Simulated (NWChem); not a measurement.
System meant: C₂H₄AuNO; SMILES C[N+]#[C-]->[Au][OH]

NWChem input:

```
start job
memory heap 200 mb stack 900 mb global 1100 mb
geometry units angstroms noautoz
  Au     0.425868    -0.099550    -0.356095
  O      1.896427    -0.496449    -1.575877
  H      2.320591     0.315004    -1.875578
  C     -2.976310     0.652156     2.456814
  N     -1.910140     0.407441     1.574825
  C     -1.024831     0.204607     0.842443
  H     -3.066182     1.732006     2.645296
  H     -2.801103     0.137002     3.412760
  H     -3.918007     0.286700     2.021563
end
basis spherical
  * library def2-svp
end
dft
  xc xpbe96 cpbe96
  iterations 150
  mulliken
end
task dft energy
```

End of the output:

```
          Convergence Information
          -----------------------
          Convergence aids based upon iterative change in
          total energy or number of iterations.
          Levelshifting, if invoked, occurs when the
          HOMO/LUMO gap drops below (HL_TOL):  1.00D-02
          DIIS, if invoked, will attempt to extrapolate
          using up to (NFOCK): 10 stored Fock matrices.

                    Damping( 0%)  Levelshifting(0.5)       DIIS
                  --------------- ------------------- ---------------
          dE  on:    start            ASAP                start
          dE off:    2 iters        150 iters           150 iters

      Screening Tolerance Information
      -------------------------------
          Density screening/tol_rho:  1.00D-10
          AO Gaussian exp screening on grid/accAOfunc:  14
          CD Gaussian exp screening on grid/accCDfunc:  20
          XC Gaussian exp screening on grid/accXCfunc:  20
          Schwarz screening/accCoul:  1.00D-08

      Superposition of Atomic Density Guess
      -------------------------------------

      charge =      79.0 Au (Gold)

      symmetry species            s     p     d     f
      number of basis functions = 7     6     5     1
      number of cont. functions = 6     3     2     1
      number of closed shells   = 6     4     2     1
      number of open shells     = 0     0     1     0
      open shell occupation     = 0     0     9     0
 ------------------------------------------------------------------------
 atomscf:atomd: error in atom scf                   0
 ------------------------------------------------------------------------
 ------------------------------------------------------------------------
  current input line :
    22: task dft energy
 ------------------------------------------------------------------------
 ------------------------------------------------------------------------
 This error has not yet been assigned to a category
 ------------------------------------------------------------------------
 For more information see the NWChem manual at https://nwchemgit.github.io

0:atomscf:atomd: error in atom scf:Received an Error in Communication
```

**Question.** Can this run be used? If not, why, and what is the fix?

**Answer.** The program stopped with an error. Cause: the def2 basis of a heavy element holds valence functions alone and wants its effective core potential (without it all electrons must fit into that basis). This input runs:
```
start job
memory heap 200 mb stack 900 mb global 1100 mb
geometry units angstroms noautoz
  Au     0.425868    -0.099550    -0.356095
  O      1.896427    -0.496449    -1.575877
  H      2.320591     0.315004    -1.875578
  C     -2.976310     0.652156     2.456814
  N     -1.910140     0.407441     1.574825
  C     -1.024831     0.204607     0.842443
  H     -3.066182     1.732006     2.645296
  H     -2.801103     0.137002     3.412760
  H     -3.918007     0.286700     2.021563
end
basis spherical
  Au library def2-svp
  O library def2-svp
  H library def2-svp
  C library def2-svp
  N library def2-svp
end
ecp
  Au library def2-ecp
end
dft
  xc xpbe96 cpbe96
  iterations 150
  mulliken
end
task dft energy
```
It converges to -343.96886 Ha (PBE/def2-SVP with def2 effective core potentials on Au).
